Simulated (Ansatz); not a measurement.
Relaxation of C₄H₁₂SSi (18 atoms, charge 0, multiplicity 1), to a largest force component of 0.02 eV/Å in at most 40 steps.

Method: Ansatz 0.2.0, RKS PBE-D4/STO-3G.

```xyz
18
Properties=species:S:1:pos:R:3:forces:R:3
C 0.543 -2.389 -0.857 -2.63 3.00 -1.05
Si 0.713 -1.113 0.493 1.00 0.36 1.52
C -0.352 0.486 0.221 0.93 -0.62 0.12
C 0.028 1.171 -1.123 -5.40 0.85 -0.48
C -0.109 1.496 1.351 1.11 0.48 1.59
S -2.088 -0.032 0.265 -0.70 -1.45 -0.06
H 0.786 -1.913 -1.835 -0.11 -0.36 0.36
H 1.170 -3.202 -0.714 1.59 -2.47 0.46
H -0.536 -2.679 -0.886 0.69 -0.31 -0.19
H 2.152 -0.715 0.574 -0.84 -0.08 -0.07
H 0.381 -1.727 1.829 0.10 0.48 -1.00
H 1.020 1.488 -1.177 2.72 0.83 -0.21
H -0.715 2.082 -1.272 1.86 -1.44 0.36
H -0.264 0.503 -1.949 0.55 -0.20 -0.31
H -0.740 2.377 1.239 -0.48 0.61 -0.32
H -0.331 1.114 2.374 -0.01 -0.29 -0.35
H 0.942 1.876 1.399 -0.26 -0.27 -0.26
H -2.637 1.189 0.119 -0.11 0.88 -0.11
```

Q: Where does it end, and by what steps?

A: It converged. Limits of this set-up: minimal basis. After 5 steps the energy has fallen by 0.557 eV; H10 moved furthest, 0.12 Å.

```json
{"step": "0", "energy less start (eV)": "0.0000", "largest force component (eV/Å)": "5.398", "accepted": "yes"}
{"step": "1", "energy less start (eV)": "-0.5186", "largest force component (eV/Å)": "0.773", "accepted": "yes"}
{"step": "2", "energy less start (eV)": "-0.5513", "largest force component (eV/Å)": "0.180", "accepted": "yes"}
{"step": "3", "energy less start (eV)": "-0.5558", "largest force component (eV/Å)": "0.045", "accepted": "yes"}
{"step": "4", "energy less start (eV)": "-0.5567", "largest force component (eV/Å)": "0.022", "accepted": "yes"}
{"step": "5", "energy less start (eV)": "-0.5569", "largest force component (eV/Å)": "0.010", "accepted": "yes"}
```

```xyz
18
Properties=species:S:1:pos:R:3
C 0.491 -2.332 -0.853
Si 0.754 -1.059 0.505
C -0.359 0.471 0.243
C -0.021 1.160 -1.124
C -0.107 1.501 1.400
S -2.116 -0.107 0.260
H 0.783 -1.935 -1.839
H 1.089 -3.240 -0.666
H -0.569 -2.632 -0.913
H 2.143 -0.620 0.510
H 0.452 -1.647 1.803
H 1.039 1.481 -1.153
H -0.650 2.060 -1.274
H -0.199 0.474 -1.973
H -0.741 2.400 1.269
H -0.340 1.058 2.387
H 0.950 1.832 1.408
H -2.636 1.148 0.064
```

Time of the run: 17 s on 1 CPU thread of a shared host.
